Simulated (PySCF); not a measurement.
Input for PySCF: R-M06-2X/def2-TZVPP on BH4NO2 (SMILES NB(O)O), a point of a torsion scan.

```python
from pyscf import gto, dft

mol = gto.M(
    atom='''
    N     1.13657779   -0.13508423    0.18593565
    B    -0.23000396    0.13504391    0.04774866
    O    -1.11903665   -0.92351579   -0.02467927
    O    -0.63258699    1.44263610    0.10666028
    H     1.80639242    0.58147241    0.39302481
    H     1.49761442   -1.06894676    0.23093586
    H    -1.70658702   -0.92887984   -0.77562401
    H    -1.58010214    1.56715662    0.07978211
    ''',
    basis='def2-tzvpp',
    charge=0, spin=0, verbose=4, max_memory=1800)
mf = dft.RKS(mol, xc='m062x').density_fit(auxbasis='def2-universal-jkfit')
mf.grids.level = 4
mf.conv_tol = 1e-9
mf.max_cycle = 150
mf.kernel()
mf.dip_moment()
```

Program output:

```
PySCF version 2.14.0

[INPUT] verbose = 4
[INPUT] num. atoms = 8
[INPUT] num. electrons = 32
[INPUT] charge = 0
[INPUT] spin (= nelec alpha-beta = 2S) = 0
[INPUT] symmetry False subgroup None
[INPUT] Mole.unit = angstrom
[INPUT] Symbol           X                Y                Z      unit          X                Y                Z       unit  Magmom
[INPUT]  1 N      1.136577790000  -0.135084230000   0.185935650000 AA    2.147820742363  -0.255272198448   0.351367455293 Bohr   0.0
[INPUT]  2 B     -0.230003960000   0.135043910000   0.047748660000 AA   -0.434644491965   0.255196004690   0.090231890215 Bohr   0.0
[INPUT]  3 O     -1.119036650000  -0.923515790000  -0.024679270000 AA   -2.114672791851  -1.745191914811  -0.046637061254 Bohr   0.0
[INPUT]  4 O     -0.632586990000   1.442636100000   0.106660280000 AA   -1.195416161063   2.726187126411   0.201558717569 Bohr   0.0
[INPUT]  5 H      1.806392420000   0.581472410000   0.393024810000 AA    3.413586947290   1.098823603891   0.742709251059 Bohr   0.0
[INPUT]  6 H      1.497614420000  -1.068946760000   0.230935860000 AA    2.830081093999  -2.020016618141   0.436405527741 Bohr   0.0
[INPUT]  7 H     -1.706587020000  -0.928879840000  -0.775624010000 AA   -3.224982075538  -1.755328500230  -1.465716954537 Bohr   0.0
[INPUT]  8 H     -1.580102140000   1.567156620000   0.079782110000 AA   -2.985960293439   2.961496806099   0.150766337540 Bohr   0.0

nuclear repulsion = 116.6955349886
number of shells = 68
number of NR pGTOs = 248
number of NR cGTOs = 180
basis = def2-tzvpp
ecp = {}


******** <class 'pyscf.df.df_jk.DFRKS'> ********
method = DFRKS
initial guess = minao
damping factor = 0
level_shift factor = 0
DIIS = <class 'pyscf.scf.diis.CDIIS'>
diis_start_cycle = 1
diis_space = 8
diis_damp = 0
SCF conv_tol = 1e-09
SCF conv_tol_grad = None
SCF max_cycles = 150
direct_scf = False
XC library pyscf.dft.libxc version 7.1.2
    S. Lehtola, C. Steigemann, M. J. T. Oliveira, and M. A. L. Marques,  SoftwareX 7, 1–5 (2018)
XC functionals = m062x
    Y. Zhao and D. G. Truhlar,  Theor. Chem. Acc. 120, 215 (2008)
    Y. Zhao and D. G. Truhlar,  Theor. Chem. Acc. 120, 215 (2008)
radial grids:
    Treutler-Ahlrichs [JCP 102, 346 (1995); DOI:10.1063/1.469408] (M4) radial grids

becke partition: Becke, JCP 88, 2547 (1988); DOI:10.1063/1.454033
pruning grids: <function nwchem_prune>
grids dens level: 4
symmetrized grids: False
atomic radii adjust function: <function treutler_atomic_radii_adjust>
small_rho_cutoff = 0
Set gradient conv threshold to 3.16228e-05
Initial guess from minao.
tot grids = 175336
******** <class 'pyscf.df.df.DF'> ********
auxbasis = def2-universal-jkfit
init E= -233.100272264634
  HOMO = -0.338719377364978  LUMO = -0.00632985943558495  gap/eV = 9.04478
cycle= 1 E= -232.499611525601  delta_E= 0.601  |g|= 0.814  |ddm|=  2.1
  HOMO = -0.260592098809799  LUMO = 0.0523639060789449  gap/eV = 8.51597
cycle= 2 E= -232.489841680605  delta_E= 0.00977  |g|= 0.901  |ddm|= 0.939
  HOMO = -0.329966117677081  LUMO = 0.0397036740605721  gap/eV = 10.05923
cycle= 3 E= -232.622183029527  delta_E= -0.132  |g|= 0.0446  |ddm|= 0.498
  HOMO = -0.337768606152203  LUMO = 0.0413508402376443  gap/eV = 10.31637
cycle= 4 E= -232.622460254622  delta_E= -0.000277  |g|= 0.0249  |ddm|= 0.0387
  HOMO = -0.33254260196404  LUMO = 0.0412932458955702  gap/eV = 10.17259
cycle= 5 E= -232.622574302066  delta_E= -0.000114  |g|= 0.00685  |ddm|= 0.0158
  HOMO = -0.333473812064845  LUMO = 0.0411313056330087  gap/eV = 10.19352
cycle= 6 E= -232.622583395566  delta_E= -9.09e-06  |g|= 0.000966  |ddm|= 0.00481
  HOMO = -0.333493362557256  LUMO = 0.0411231400246095  gap/eV = 10.19383
cycle= 7 E= -232.622583622954  delta_E= -2.27e-07  |g|= 0.000318  |ddm|= 0.00151
  HOMO = -0.333461257565631  LUMO = 0.0411357546505222  gap/eV = 10.19330
cycle= 8 E= -232.6225836465  delta_E= -2.35e-08  |g|= 9.33e-05  |ddm|= 0.000262
  HOMO = -0.33346342133283  LUMO = 0.0411347215894544  gap/eV = 10.19333
cycle= 9 E= -232.622583647956  delta_E= -1.46e-09  |g|= 5.06e-05  |ddm|= 0.000105
  HOMO = -0.333463554325416  LUMO = 0.0411339978816585  gap/eV = 10.19332
cycle= 10 E= -232.622583648418  delta_E= -4.62e-10  |g|= 5.95e-06  |ddm|= 3.8e-05
  HOMO = -0.333463963564594  LUMO = 0.0411344129596927  gap/eV = 10.19334
Extra cycle  E= -232.622583648424  delta_E= -6.59e-12  |g|= 5.31e-06  |ddm|= 7.94e-06
converged SCF energy = -232.622583648424
Dipole moment(X, Y, Z, Debye): -0.56984, -0.12501, -0.97470
```

The calculation finished and met its thresholds.

Cost: around 50 core-seconds (rough).
